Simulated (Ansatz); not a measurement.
Geometry optimisation, Ansatz, UKS B3LYP-D4/def2-SVP.

input.yaml

```yaml
crystal:
  periodic: [false, false, false]
  atoms:
    - { symbol: B, position_ang: [0.017568, -0.021767, -0.377271] }
    - { symbol: F, position_ang: [-0.028426, -0.387234, 2.104786] }
    - { symbol: "N", position_ang: [1.288442, 0.080818, -0.9377] }
    - { symbol: H, position_ang: [2.12779, -0.069732, -0.392175] }
    - { symbol: H, position_ang: [1.47115, 0.334545, -1.908746] }
    - { symbol: "N", position_ang: [-1.266759, 0.134756, -0.893253] }
    - { symbol: H, position_ang: [-2.090663, 0.034511, -0.314311] }
    - { symbol: H, position_ang: [-1.472345, 0.380241, -1.861073] }
    - { symbol: F, position_ang: [-0.046756, -0.486137, 3.449743] }
magnetization:
  spin_polarized: true
  initial_magnetization: 1
basis:
  gaussian: { orbitals: def2-SVP }
hamiltonian:
  xc: b3lyp
  dispersion: d4
relax:
  f_tol: 0.03
  max_steps: 50
```

Command:

```bash
$ ansatz run input.yaml --threads 4 --pin off --max-ram 5120MiB --backend cpu --events-out ev --progress --plain --runs-dir out
```

Question: Where does it end, and by what steps?

Answer: The forces met the threshold. After 42 steps the energy has fallen by 7.916 eV; F9 moved furthest, 2.68 Å. Joined: B1–F2 (2.51 → 1.37 Å), B1–F9 (3.86 → 1.37 Å).

| step | energy less start (eV) | largest force component (eV/Å) | accepted |
| --- | --- | --- | --- |
| 0 | 0.0000 | 6.473 | yes |
| 2 | -2.2585 | 7.167 | yes |
| 4 | -4.8714 | 4.472 | yes |
| 6 | -5.4228 | 1.051 | yes |
| 8 | -5.4405 | 0.117 | yes |
| 10 | -5.4623 | 0.182 | yes |
| 12 | -5.5090 | 0.213 | yes |
| 14 | -5.5609 | 0.098 | yes |
| 16 | -5.5916 | 0.137 | yes |
| 18 | -5.5978 | 0.191 | yes |
| 20 | -5.7336 | 0.679 | yes |
| 22 | -6.0485 | 0.394 | yes |
| 24 | -6.2099 | 0.265 | yes |
| 26 | -6.3153 | 0.203 | yes |
| 28 | -6.3832 | 0.110 | yes |
| 30 | -6.4445 | 0.737 | yes |
| 32 | -6.8885 | 1.342 | yes |
| 34 | -7.3293 | 0.637 | yes |
| 36 | -7.5245 | 1.462 | yes |
| 38 | -7.8090 | 0.733 | yes |
| 40 | -7.9127 | 0.163 | yes |
| 42 | -7.9156 | 0.016 | yes |

```xyz
9
Properties=species:S:1:pos:R:3
B 0.117 0.012 0.612
F 0.427 -1.125 1.319
N 1.087 0.190 -0.580
H 1.382 -0.614 -1.132
H 1.097 1.056 -1.115
N -1.174 -0.198 -0.214
H -1.345 -1.081 -0.692
H -1.629 0.589 -0.673
F 0.037 1.172 1.345
```

Whether the end is a true minimum wasn't checked by a vibrational analysis.

Run time: 43 s on 4 threads of Intel(R) Xeon(R) 6975P-C (Granite Rapids), with other jobs on the host, peak memory 0.26 GiB.
